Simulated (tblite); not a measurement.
Cost of one run: vibrational analysis, `C[Si@@](N)(O)NCCC#N`.

Method: GFN2-xTB harmonic vibrations, gas phase (tblite 0.8.0). Geometry: GFN2-xTB. Work: Hessian by finite differences. The command runs a driver script over a list of jobs; the input below is this job's line of settings and its coordinates in Å.

Command:
```bash
OMP_NUM_THREADS=1 python probes_run.py task.json out
```

Input:
```
{"job": {"kind": "ir", "xc": "GFN2-xTB", "basis": "xTB"}, "charge": 0, "multiplicity": 1}
C     -1.617830     0.805759     0.950214
Si    -1.288894    -0.199189    -0.635771
N     -2.296423    -1.582901    -0.898397
O     -1.538778     0.898263    -1.811154
N      0.302045    -0.864473    -0.786677
C      1.496484    -0.071402    -0.759568
C      2.026629     0.167286     0.673644
C      3.227953     0.954244     0.657215
N      4.186286     1.577552     0.622922
H     -1.378401     0.239443     1.846548
H     -2.662769     1.092427     1.017020
H     -1.036234     1.722514     0.967159
H     -3.276309    -1.400681    -1.038407
H     -2.194884    -2.375449    -0.287671
H     -1.470301     0.625209    -2.722481
H      0.458751    -1.803890    -0.458823
H      2.280547    -0.561325    -1.349541
H      1.270225     0.891806    -1.220402
H      2.241307    -0.792819     1.153014
H      1.265449     0.688304     1.258723
```

Hardware: one thread, Intel Xeon at 2.50 GHz (x86_64), on a shared host.

Problem. How long does the run take?

Solution. About 2.1 s. The Hessian needs 6N = 120 gradient evaluations, 18 ms each.

Problem. At this speed, how long would 5000 such jobs take on 16 cores, one job a core?

Solution. 5000/16 gives 313 rounds of 2.1 s, about 11 min of wall time and 2.9 core-hours, if the jobs don't slow each other.

The host was shared with other jobs, so the times are rough.

The run converged: 54 modes from 24 to 3668 cm⁻¹ (unscaled, harmonic); zero-point energy 98.5 kcal/mol; all wavenumbers are real at this level.
